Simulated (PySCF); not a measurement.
**UHF on Ar (argon, neutral)**

Configuration: [Ar], closed-shell 1S. Calculation: PySCF 2.14, in Sapporo-DZP-2012; the spin-free X2C one-electron Hamiltonian (Gaussian nucleus).

| Property | Result |
| --- | --- |
| Total energy | -528.351514 hartree |
| One-electron energy | -730.1616 hartree |
| Hartree (Coulomb) energy | 232.0365 hartree |
| Exchange energy | -30.2264 hartree |
| ⟨S²⟩ | 0.0000 |
| ⟨L²⟩ | 0.000 |
| Sum of ⟨r⟩ | 16.03 bohr |
| Sum of ⟨r²⟩ | 25.85 bohr² |
| Langevin diamagnetic susceptibility | -20.5 ×10⁻⁶ cm³/mol |
| Time after the integrals | 0.04 s of wall time on 1 thread of Neoverse-V1 (shared host) |

```json
{"shell": "1s", "electrons": "2", "mean orbital energy (hartree)": "-119.05532", "rms radius, mean of both spins (bohr)": "0.0997"}
{"shell": "2s", "electrons": "2", "mean orbital energy (hartree)": "-12.40483", "rms radius, mean of both spins (bohr)": "0.447"}
{"shell": "2p", "electrons": "6", "mean orbital energy (hartree)": "-9.58627", "rms radius, mean of both spins (bohr)": "0.417"}
{"shell": "3s", "electrons": "2", "mean orbital energy (hartree)": "-1.28368", "rms radius, mean of both spins (bohr)": "1.53"}
{"shell": "3p", "electrons": "6", "mean orbital energy (hartree)": "-0.58941", "rms radius, mean of both spins (bohr)": "1.81"}
```

Densities and radii are taken from the X2C orbitals without a picture-change correction, which distorts them close to the nucleus.
